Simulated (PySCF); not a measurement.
# Polarisability and C₆ of La²⁺ (lanthanum, charge +2)

[Xe] 5d1, 2D determinant. Computed with PySCF 2.14 in def2-TZVPPD with the def2 core potential (46 electrons), with a scalar-relativistic core potential. Coupled (time-dependent) response in atomic units; α is the mean over directions.

| method | mean α (bohr³) | α xx, yy, zz | C₆ (like pair) | S(−4) |
| --- | --- | --- | --- | --- |
| UHF | 17.82 | 20.81, 20.81, 11.83 | 123.1 | 165.2 |
| PBE | 18.72 | 22.01, 22.01, 12.13 | 127.8 | 208.1 |
| PBE0 | 18.17 | 21.27, 21.27, 11.96 | 124.8 | 181.8 |
| TPSS | 18.62 | 21.92, 21.92, 12.01 | 128.3 | 198.2 |
| r2SCAN0 | 17.96 | 21.00, 21.00, 11.88 | 126.3 | 157.7 |

S(−4) is the Cauchy moment in α(ω) = α(0) + S(−4) ω² + …

Spin-orbit coupling is absent.

α(iu) at PBE:

```
u (hartree)  α(iu) (bohr³)
          0          18.72
     0.0500          18.23
      0.100          17.04
      0.200          14.32
      0.300          12.12
      0.500          9.066
      0.750          6.605
       1.00          4.951
       1.50          2.977
       2.00          1.936
       3.00         0.9778
       5.00         0.3807
```

For an ion, C₆ is the dispersion term alone; charge-induced terms of lower order in 1/R come first.

The components differ because the open shell of this determinant is not spherical; for a pure term their mean is the scalar polarisability.

Energies and moments cover only the electrons outside the core potential. Spin-orbit coupling, absent here, splits the open shell strongly.
